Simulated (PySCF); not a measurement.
# Cl (chlorine, neutral): TPSS calculation

Configuration: [Ne] 3s2 3p5, 2P determinant. Calculation: PySCF 2.14, in cc-pVDZ-DK; scalar relativity by spin-free X2C-1e.

```json
{
  "Total energy": "-461.5762 hartree",
  "One-electron energy": "-636.9452 hartree",
  "Hartree (Coulomb) energy": "203.7367 hartree",
  "Exchange-correlation energy": "-28.3678 hartree",
  "⟨S²⟩": "0.7521",
  "⟨L²⟩": "2.010",
  "Sum of ⟨r⟩": "15.70 bohr",
  "Sum of ⟨r²⟩": "26.98 bohr²",
  "Traceless quadrupole moment −½Σ⟨3z² − r²⟩ along its main axis": "1.60 e·bohr²",
  "Langevin diamagnetic susceptibility": "-21.4 ×10⁻⁶ cm³/mol",
  "Time after the integrals": "0.43 s of wall time on 1 thread of Intel(R) Xeon(R) Platinum 8488C (shared host)"
}
```

```json
{"shell": "1s α", "electrons": "1", "mean orbital energy (eV)": "-2759.1", "spread (eV)": "0", "rms radius, mean of both spins (bohr)": "0.105"}
{"shell": "1s β", "electrons": "1", "mean orbital energy (eV)": "-2759.0", "spread (eV)": "0", "rms radius, mean of both spins (bohr)": "0.105"}
{"shell": "2s α", "electrons": "1", "mean orbital energy (eV)": "-254.30", "spread (eV)": "0", "rms radius, mean of both spins (bohr)": "0.482"}
{"shell": "2s β", "electrons": "1", "mean orbital energy (eV)": "-254.15", "spread (eV)": "0", "rms radius, mean of both spins (bohr)": "0.482"}
{"shell": "2p α", "electrons": "3", "mean orbital energy (eV)": "-192.10", "spread (eV)": "0.661", "rms radius, mean of both spins (bohr)": "0.454"}
{"shell": "2p β", "electrons": "3", "mean orbital energy (eV)": "-191.89", "spread (eV)": "0.282", "rms radius, mean of both spins (bohr)": "0.454"}
{"shell": "3s α", "electrons": "1", "mean orbital energy (eV)": "-21.433", "spread (eV)": "0", "rms radius, mean of both spins (bohr)": "1.66"}
{"shell": "3s β", "electrons": "1", "mean orbital energy (eV)": "-20.143", "spread (eV)": "0", "rms radius, mean of both spins (bohr)": "1.66"}
{"shell": "3p α", "electrons": "3", "mean orbital energy (eV)": "-8.930", "spread (eV)": "1.574", "rms radius, mean of both spins (bohr)": "1.99"}
{"shell": "3p β", "electrons": "2", "mean orbital energy (eV)": "-7.999", "spread (eV)": "0", "rms radius, mean of both spins (bohr)": "1.99"}
```

Densities and radii are taken from the X2C orbitals without a picture-change correction, which distorts them close to the nucleus.
